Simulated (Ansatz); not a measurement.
Cartesian coordinates (Å):
SMILES: BC#N
```xyz
5

B     -0.6097     0.0060     0.0082
C      0.9103    -0.0090    -0.0123
N      2.0784    -0.0206    -0.0280
H     -1.1999    -1.0336     0.0138
H     -1.1791     1.0572     0.0184
```
Charge 0, spin multiplicity 1.

Computed with frozen-core CCSD(T)/cc-pVTZ // PBE-D3(BJ)/def2-TZVP (Ansatz, a first-principles code).

The HF energy comes out as -118.18091 Ha and the MP2 correlation energy comes out as -0.43533 Ha.

Q: Estimate the CCSD correlation energy, the (T) correction, the total energy and the T1 diagnostic.

A: 
| Item | Value |
|---|---|
| CCSD correlation energy | -0.44988 Ha |
| (T) correction | -0.02227 Ha |
| CCSD(T) total energy | -118.65307 Ha |
| T1 diagnostic | 0.015 |
